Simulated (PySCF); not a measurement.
**Continuum solvent and chemical shifts**

Bonds (- single, = double, # triple, : aromatic): C1-O2, O2-Si3, Si3-O4, O4-C5, C5-C6, C6#N7. C1 carries H8, H9, H10; Si3 carries H11, H12; C5 carries H13, H14.

GIAO PBE0/pcSseg-1 in PySCF 2.14.0 with density-fitted response routines on one PBE0-D3(BJ)/def2-SVP conformer, non-relativistic, equivalent nuclei averaged. Solvents enter as an IEF-PCM continuum (tetrahydrofuran with ε = 7.4, acetone with ε = 20.5) around the gas-phase geometry. Shifts are referred to TMS computed in the same medium.

In tetrahydrofuran, δ in ppm: C6 126.7, C1 51.8, C5 50.4, Si3 -20.5, H11/H12 4.83, H13/H14 4.64, H8/H9/H10 3.79. Dipole moment 6.62 D.

**Question.** How does each δ change in the more polar medium?

**Answer.** 
```
    atoms                                         environment  Δδ, acetone
       C6                                      nitrile carbon         +0.9
       C1                           methyl carbon bonded to O         +0.2
       C5                 sp3 CH2 bonded to O, α to a nitrile         +0.3
      Si3                          silicon bonded to 2 O, 2 H         +0.4
  H11/H12                 hydrogen on a silicon bonded to 2 O        +0.01
  H13/H14  hydrogen on an sp3 CH2 bonded to O, α to a nitrile        +0.07
H8/H9/H10             hydrogen on a methyl carbon bonded to O        +0.02
```

Changes are relative to tetrahydrofuran. The dipole moment becomes 6.82 D in acetone.

**Question.** Which of the listed nuclei move most (in ppm), and what does the model miss? (N and O are left out, as their reference compounds move with the solvent too.)

**Answer.** C6 (nitrile carbon, +0.9 ppm) in acetone. A continuum only polarises the solute; specific hydrogen bonds, the anisotropy of aromatic solvents and changes of geometry or conformer are outside it.
